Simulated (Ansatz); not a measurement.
PBE exchange is replaced step by step with exact exchange (0 % is PBE, 25 % PBE0; no dispersion term), basis def2-TZVPD, Ansatz. System: the cluster Ga₂H₄⁻ (the lowest doublet isomer of a short search). Total charge -1; doublet. Geometry: PBE0-D4/def2-TZVPD.

Geometry of the doublet:

```xyz
6

Ga   -0.596    0.623   -0.819
Ga    0.595   -0.627    0.817
H    -1.582    1.848   -0.490
H     1.586   -1.850    0.496
H     0.516   -0.354    2.398
H    -0.520    0.360   -2.402
```

At PBE-D4/def2-TZVPD, PBE with 5 % exact exchange/def2-TZVPD, PBE with 10 % exact exchange/def2-TZVPD, PBE with 15 % exact exchange/def2-TZVPD and others the highest occupied level of the charge -1 doublet lies above zero (up to 0.83 eV). By energy differences its removal costs 1.58 eV (vertical, to the charge 0 singlet, at PBE-D4/def2-TZVPD); a positive level beside a positive removal energy at the same level points to self-interaction error. The structure comes from a short search, and lower isomers may exist.

HOMO and LUMO are taken over both spins.

```tsv
exact exchange (%)	HOMO (eV)	LUMO (eV)	gap (eV)	⟨S²⟩
0	0.83	1.66	0.82	0.753
5	0.70	1.81	1.11	0.753
10	0.56	1.96	1.40	0.753
15	0.43	2.12	1.69	0.753
25	0.15	2.42	2.27	0.754
35	-0.12	2.72	2.85	0.754
```

**Question.** Estimate the row for 50 %.

**Answer.** 
```tsv
exact exchange (%)	HOMO (eV)	LUMO (eV)	gap (eV)	⟨S²⟩
50	-0.54	3.17	3.71	0.755
```
